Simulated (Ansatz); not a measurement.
`N[BH][GeH]([OH])[F]` → `BN` + `[OH][Ge][F]`  (germylene formation by 1,1-elimination)

Isolated molecules relaxed with PBE0-D4/def2-TZVP in Ansatz; ΔE leaves out vibrations. CCSD(T)/CBS adds triple-zeta CCSD(T) − MP2 to the extrapolated MP2 energy (def2 sets, frozen cores). This one scheme is used for every species. Functionals use def2-TZVPP. B3LYP here is the variant with VWN-RPA as its local correlation; programs differ in this. For Ge outer-core shells are correlated without core-valence functions, which leaves a few kJ/mol of doubt a bond. Scalar relativity is left out up to krypton. Each species was taken in one conformer, which may not be the lowest.

Problem. Is it downhill or uphill in electronic energy at CCSD(T)/CBS, and by how much? (Best estimate.)

Solution. Ansatz gave: Uphill: ΔE = +8.3 kcal/mol.

Problem. What do these levels give: r2SCAN-D4, ωB97M-V, B3LYP, HF/def2-TZVPP, SCS-MP2/def2-TZVPP, CCSD/CBS(def2)? (Estimate.)

Solution. Ansatz gave: r2SCAN-D4 9.8, ωB97M-V 5.4, B3LYP 0.3, HF/def2-TZVPP 4.7, SCS-MP2/def2-TZVPP 9.3, CCSD/CBS(def2) 7.8 kcal/mol.

Largest T1 diagnostic among the species: 0.015.

In def2-TZVPP, CCSD(T) changes the Hartree–Fock value by +5.9 kcal/mol (the triples alone add +0.5 kcal/mol) and MP2 by +6.9 kcal/mol. From PBE to PBE0 (25 % exact exchange), in def2-TZVPP and without D4, ΔE moves by +4.0 kcal/mol.
